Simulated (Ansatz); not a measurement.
A short molecular-dynamics run on `O=C=N[SiH2]N=C=O`.

```yaml
crystal:
  periodic: [false, false, false]
  atoms:
    - {symbol: O, position_ang: [-2.752419, -0.382898, -1.952526]}
    - {symbol: C, position_ang: [-1.877967, -0.606659, -1.219991]}
    - {symbol: N, position_ang: [-0.990091, -0.866266, -0.465284]}
    - {symbol: Si, position_ang: [0.374231, -0.827885, 0.547089]}
    - {symbol: N, position_ang: [1.071686, 0.721762, 0.548562]}
    - {symbol: C, position_ang: [1.333075, 1.872040, 0.364464]}
    - {symbol: O, position_ang: [1.612111, 2.989034, 0.203862]}
    - {symbol: H, position_ang: [1.367876, -1.790667, 0.034981]}
    - {symbol: H, position_ang: [-0.050100, -1.154860, 1.921743]}
basis:
  gaussian: {orbitals: "6-31G*"}
hamiltonian: {xc: {name: BLYP}, dispersion: d3bjatm}
md: {timestep: 0.5 fs, n_steps: 20, ensemble: nvt_nose_hoover, temperature: 1500, initial_velocities: maxwell_boltzmann, seed: 412}
```

```sh
$ ansatz run in.yaml --threads 4 --pin off --events-out ev --progress --plain --max-ram 10444MiB
```

| step | time (fs) | potential energy (eV) | kinetic (eV) | T (K) | conserved (eV) |
| --- | --- | --- | --- | --- | --- |
| 0 | 0.0 | -17058.0792 | 1.3572 | 1500 | -17056.7220 |
| 1 | 0.5 | -17058.0672 | 1.3452 | 1487 | -17056.7220 |
| 2 | 1.0 | -17058.0232 | 1.3016 | 1439 | -17056.7216 |
| 3 | 1.5 | -17057.9539 | 1.2330 | 1363 | -17056.7209 |
| 4 | 2.0 | -17057.8707 | 1.1507 | 1272 | -17056.7200 |
| 5 | 2.5 | -17057.7874 | 1.0682 | 1181 | -17056.7192 |
| 6 | 3.0 | -17057.7171 | 0.9985 | 1104 | -17056.7186 |
| 7 | 3.5 | -17057.6687 | 0.9503 | 1050 | -17056.7184 |
| 8 | 4.0 | -17057.6452 | 0.9267 | 1024 | -17056.7186 |
| 9 | 4.5 | -17057.6432 | 0.9243 | 1022 | -17056.7192 |
| 10 | 5.0 | -17057.6549 | 0.9354 | 1034 | -17056.7198 |
| 11 | 5.5 | -17057.6701 | 0.9502 | 1050 | -17056.7203 |
| 12 | 6.0 | -17057.6798 | 0.9596 | 1061 | -17056.7207 |
| 13 | 6.5 | -17057.6774 | 0.9572 | 1058 | -17056.7209 |
| 14 | 7.0 | -17057.6599 | 0.9398 | 1039 | -17056.7208 |
| 15 | 7.5 | -17057.6272 | 0.9074 | 1003 | -17056.7207 |
| 16 | 8.0 | -17057.5819 | 0.8626 | 953 | -17056.7204 |
| 17 | 8.5 | -17057.5276 | 0.8087 | 894 | -17056.7202 |
| 18 | 9.0 | -17057.4683 | 0.7498 | 829 | -17056.7199 |
| 19 | 9.5 | -17057.4081 | 0.6900 | 763 | -17056.7197 |
| 20 | 10.0 | -17057.3509 | 0.6332 | 700 | -17056.7194 |

Velocities are drawn at the set temperature; a run this short doesn't reach equilibrium.

Frames (Å, forces in eV/Å):

```xyz
9
time=0.0 fs
O    -2.752   -0.383   -1.953   -2.074    0.519   -1.733
C    -1.878   -0.607   -1.220    0.488   -0.089    0.397
N    -0.990   -0.866   -0.465    1.062   -0.445    0.948
Si    0.374   -0.828    0.547    0.157   -0.355    0.237
N     1.072    0.722    0.549   -0.222   -1.443    0.308
C     1.333    1.872    0.364   -0.180   -0.606    0.067
O     1.612    2.989    0.204    0.670    2.643   -0.373
H     1.368   -1.791    0.035    0.139   -0.152   -0.043
H    -0.050   -1.155    1.922   -0.040   -0.072    0.194
9
time=0.5 fs
O    -2.750   -0.386   -1.955   -1.969    0.503   -1.626
C    -1.879   -0.605   -1.214   -0.476    0.150   -0.461
N    -0.997   -0.862   -0.468    2.081   -0.671    1.834
Si    0.375   -0.832    0.545   -0.309   -0.061    0.636
N     1.073    0.720    0.548   -0.178   -1.383    0.294
C     1.337    1.872    0.375   -0.099   -0.125   -0.110
O     1.611    2.995    0.199    0.535    2.033   -0.231
H     1.347   -1.787    0.031    0.382   -0.393   -0.159
H    -0.042   -1.139    1.949    0.035   -0.054   -0.177
9
time=1.0 fs
O    -2.748   -0.390   -1.958   -1.840    0.482   -1.492
C    -1.879   -0.602   -1.208   -1.471    0.396   -1.346
N    -1.004   -0.857   -0.471    3.090   -0.899    2.707
Si    0.376   -0.836    0.544   -0.748    0.247    1.020
N     1.074    0.718    0.548   -0.125   -1.288    0.277
C     1.342    1.872    0.385   -0.025    0.353   -0.299
O     1.609    3.000    0.194    0.400    1.397   -0.072
H     1.327   -1.784    0.027    0.622   -0.637   -0.279
H    -0.034   -1.123    1.975    0.097   -0.051   -0.517
9
time=1.5 fs
O    -2.746   -0.393   -1.961   -1.707    0.461   -1.351
C    -1.881   -0.600   -1.203   -2.420    0.627   -2.193
N    -1.010   -0.853   -0.473    4.032   -1.114    3.520
Si    0.377   -0.841    0.542   -1.138    0.549    1.372
N     1.076    0.716    0.548   -0.062   -1.152    0.256
C     1.346    1.872    0.395    0.035    0.796   -0.495
O     1.608    3.006    0.189    0.271    0.760    0.099
H     1.309   -1.783    0.022    0.843   -0.865   -0.392
H    -0.026   -1.107    2.000    0.145   -0.062   -0.816
9
time=2.0 fs
O    -2.745   -0.396   -1.965   -1.590    0.444   -1.218
C    -1.882   -0.598   -1.198   -3.243    0.822   -2.935
N    -1.015   -0.849   -0.475    4.843   -1.299    4.220
Si    0.378   -0.845    0.540   -1.457    0.824    1.675
N     1.077    0.714    0.549    0.014   -0.970    0.233
C     1.351    1.872    0.405    0.074    1.179   -0.694
O     1.607    3.012    0.184    0.154    0.144    0.278
H     1.293   -1.784    0.017    1.025   -1.057   -0.488
H    -0.018   -1.092    2.024    0.179   -0.087   -1.070
9
time=2.5 fs
O    -2.743   -0.400   -1.968   -1.504    0.435   -1.111
C    -1.884   -0.595   -1.193   -3.863    0.961   -3.507
N    -1.019   -0.845   -0.476    5.459   -1.438    4.755
Si    0.379   -0.849    0.539   -1.685    1.048    1.916
N     1.078    0.712    0.549    0.103   -0.741    0.207
C     1.355    1.873    0.414    0.091    1.482   -0.892
O     1.605    3.019    0.179    0.051   -0.434    0.460
H     1.279   -1.787    0.010    1.148   -1.190   -0.553
H    -0.009   -1.077    2.044    0.201   -0.122   -1.275
9
time=3.0 fs
O    -2.742   -0.403   -1.972   -1.459    0.435   -1.038
C    -1.887   -0.592   -1.189   -4.217    1.029   -3.855
N    -1.023   -0.841   -0.476    5.826   -1.516    5.085
Si    0.380   -0.853    0.538   -1.810    1.202    2.085
N     1.080    0.709    0.549    0.204   -0.465    0.181
C     1.359    1.874    0.424    0.082    1.695   -1.087
O     1.604    3.025    0.174   -0.037   -0.964    0.640
H     1.268   -1.793    0.001    1.200   -1.250   -0.578
H     0.000   -1.062    2.062    0.210   -0.166   -1.434
9
time=3.5 fs
O    -2.741   -0.406   -1.976   -1.460    0.444   -1.007
C    -1.891   -0.589   -1.186   -4.268    1.017   -3.948
N    -1.026   -0.837   -0.475    5.912   -1.524    5.182
Si    0.380   -0.857    0.537   -1.826    1.277    2.180
N     1.081    0.707    0.549    0.316   -0.148    0.156
C     1.364    1.875    0.433    0.048    1.814   -1.274
O     1.603    3.030    0.170   -0.108   -1.438    0.816
H     1.259   -1.803   -0.008    1.176   -1.227   -0.557
H     0.010   -1.047    2.076    0.210   -0.216   -1.548
9
time=4.0 fs
O    -2.741   -0.409   -1.980   -1.508    0.462   -1.020
C    -1.896   -0.586   -1.184   -4.006    0.924   -3.780
N    -1.027   -0.834   -0.473    5.708   -1.461    5.045
Si    0.381   -0.861    0.536   -1.740    1.273    2.203
N     1.083    0.704    0.549    0.437    0.205    0.132
C     1.368    1.876    0.442   -0.009    1.843   -1.454
O     1.601    3.036    0.165   -0.163   -1.852    0.985
H     1.254   -1.815   -0.019    1.081   -1.124   -0.489
H     0.021   -1.033    2.087    0.200   -0.270   -1.621
9
time=4.5 fs
O    -2.740   -0.412   -1.984   -1.598    0.486   -1.075
C    -1.901   -0.583   -1.182   -3.457    0.758   -3.370
N    -1.028   -0.831   -0.471    5.236   -1.332    4.690
Si    0.381   -0.865    0.535   -1.567    1.201    2.160
N     1.084    0.701    0.549    0.565    0.581    0.110
C     1.373    1.878    0.451   -0.085    1.788   -1.624
O     1.600    3.042    0.161   -0.203   -2.204    1.143
H     1.251   -1.830   -0.031    0.928   -0.951   -0.381
H     0.032   -1.019    2.094    0.182   -0.326   -1.653
9
time=5.0 fs
O    -2.740   -0.415   -1.989   -1.719    0.515   -1.165
C    -1.908   -0.579   -1.182   -2.673    0.534   -2.762
N    -1.027   -0.829   -0.467    4.538   -1.151    4.155
Si    0.381   -0.868    0.535   -1.325    1.081    2.063
N     1.086    0.699    0.550    0.695    0.970    0.093
C     1.377    1.880    0.460   -0.178    1.662   -1.784
O     1.599    3.047    0.156   -0.230   -2.497    1.289
H     1.250   -1.847   -0.044    0.735   -0.729   -0.244
H     0.043   -1.007    2.096    0.157   -0.385   -1.645
9
time=5.5 fs
O    -2.740   -0.418   -1.993   -1.857    0.544   -1.278
C    -1.914   -0.576   -1.181   -1.724    0.272   -2.014
N    -1.026   -0.826   -0.463    3.674   -0.933    3.490
Si    0.381   -0.872    0.534   -1.037    0.933    1.922
N     1.087    0.696    0.550    0.824    1.359    0.080
C     1.382    1.883    0.468   -0.283    1.478   -1.934
O     1.597    3.051    0.152   -0.244   -2.733    1.422
H     1.252   -1.866   -0.058    0.522   -0.476   -0.088
H     0.055   -0.995    2.095    0.125   -0.444   -1.599
9
time=6.0 fs
O    -2.740   -0.420   -1.998   -1.997    0.570   -1.397
C    -1.921   -0.572   -1.181   -0.690   -0.006   -1.195
N    -1.025   -0.824   -0.458    2.710   -0.696    2.745
Si    0.381   -0.875    0.534   -0.721    0.779    1.747
N     1.089    0.694    0.550    0.948    1.735    0.071
C     1.386    1.886    0.476   -0.395    1.250   -2.073
O     1.596    3.056    0.148   -0.248   -2.914    1.541
H     1.254   -1.886   -0.072    0.307   -0.216    0.073
H     0.067   -0.984    2.090    0.086   -0.503   -1.512
9
time=6.5 fs
O    -2.741   -0.423   -2.003   -2.118    0.591   -1.505
C    -1.929   -0.569   -1.182    0.350   -0.282   -0.368
N    -1.022   -0.821   -0.453    1.705   -0.455    1.971
Si    0.381   -0.879    0.534   -0.393    0.637    1.543
N     1.091    0.693    0.551    1.064    2.088    0.067
C     1.390    1.889    0.483   -0.511    0.991   -2.200
O     1.595    3.060    0.145   -0.242   -3.045    1.646
H     1.257   -1.906   -0.085    0.104    0.038    0.228
H     0.079   -0.975    2.082    0.040   -0.562   -1.382
9
time=7.0 fs
O    -2.742   -0.426   -2.008   -2.201    0.603   -1.579
C    -1.936   -0.565   -1.182    1.329   -0.539    0.405
N    -1.020   -0.819   -0.448    0.714   -0.223    1.208
Si    0.380   -0.882    0.534   -0.063    0.518    1.314
N     1.094    0.691    0.551    1.167    2.405    0.067
C     1.394    1.892    0.490   -0.627    0.714   -2.315
O     1.593    3.063    0.141   -0.228   -3.130    1.736
H     1.260   -1.927   -0.098   -0.079    0.271    0.371
H     0.091   -0.967    2.070   -0.012   -0.619   -1.207
9
time=7.5 fs
O    -2.743   -0.428   -2.014   -2.227    0.603   -1.600
C    -1.943   -0.561   -1.183    2.190   -0.766    1.076
N    -1.017   -0.817   -0.442   -0.225   -0.009    0.488
Si    0.380   -0.886    0.535    0.260    0.430    1.057
N     1.096    0.690    0.551    1.255    2.679    0.072
C     1.398    1.896    0.496   -0.739    0.429   -2.418
O     1.592    3.066    0.138   -0.208   -3.171    1.811
H     1.264   -1.946   -0.111   -0.235    0.477    0.497
H     0.103   -0.960    2.055   -0.070   -0.673   -0.982
9
time=8.0 fs
O    -2.745   -0.430   -2.019   -2.183    0.591   -1.551
C    -1.949   -0.558   -1.183    2.896   -0.955    1.609
N    -1.015   -0.815   -0.436   -1.083    0.182   -0.168
Si    0.380   -0.889    0.535    0.572    0.377    0.771
N     1.099    0.690    0.551    1.325    2.901    0.081
C     1.402    1.899    0.502   -0.846    0.148   -2.508
O     1.590    3.068    0.135   -0.182   -3.172    1.871
H     1.266   -1.965   -0.122   -0.364    0.653    0.602
H     0.115   -0.955    2.037   -0.135   -0.725   -0.707
9
time=8.5 fs
O    -2.747   -0.433   -2.025   -2.058    0.567   -1.419
C    -1.955   -0.555   -1.183    3.424   -1.104    1.982
N    -1.012   -0.813   -0.430   -1.843    0.347   -0.747
Si    0.380   -0.892    0.535    0.868    0.360    0.454
N     1.101    0.690    0.552    1.376    3.067    0.093
C     1.406    1.903    0.508   -0.945   -0.125   -2.585
O     1.588    3.070    0.133   -0.151   -3.137    1.917
H     1.268   -1.982   -0.131   -0.465    0.797    0.685
H     0.127   -0.952    2.019   -0.205   -0.772   -0.381
9
time=9.0 fs
O    -2.749   -0.435   -2.031   -1.852    0.531   -1.198
C    -1.960   -0.552   -1.182    3.767   -1.213    2.187
N    -1.010   -0.811   -0.425   -2.496    0.485   -1.242
Si    0.380   -0.895    0.536    1.144    0.378    0.106
N     1.105    0.690    0.552    1.405    3.171    0.110
C     1.409    1.906    0.512   -1.034   -0.381   -2.648
O     1.587    3.072    0.131   -0.116   -3.068    1.948
H     1.268   -1.997   -0.139   -0.539    0.910    0.748
H     0.138   -0.950    1.999   -0.279   -0.814   -0.010
9
time=9.5 fs
O    -2.752   -0.437   -2.038   -1.569    0.487   -0.892
C    -1.965   -0.549   -1.181    3.931   -1.285    2.225
N    -1.008   -0.808   -0.419   -3.037    0.598   -1.651
Si    0.380   -0.898    0.536    1.397    0.429   -0.266
N     1.108    0.691    0.552    1.412    3.211    0.129
C     1.413    1.910    0.517   -1.113   -0.616   -2.696
O     1.585    3.073    0.129   -0.078   -2.968    1.964
H     1.268   -2.010   -0.145   -0.590    0.993    0.790
H     0.149   -0.950    1.979   -0.354   -0.850    0.396
9
time=10.0 fs
O    -2.754   -0.439   -2.044   -1.219    0.437   -0.509
C    -1.968   -0.547   -1.180    3.930   -1.324    2.110
N    -1.007   -0.806   -0.414   -3.467    0.687   -1.974
Si    0.380   -0.902    0.537    1.620    0.511   -0.644
N     1.111    0.693    0.553    1.397    3.185    0.152
C     1.416    1.913    0.521   -1.179   -0.827   -2.730
O     1.584    3.074    0.127   -0.038   -2.839    1.967
H     1.266   -2.021   -0.149   -0.617    1.049    0.813
H     0.159   -0.953    1.960   -0.427   -0.879    0.816
```

Run time 38 s (4 threads of an Arm Neoverse N1 on a shared host); peak host memory 0.53 GiB.
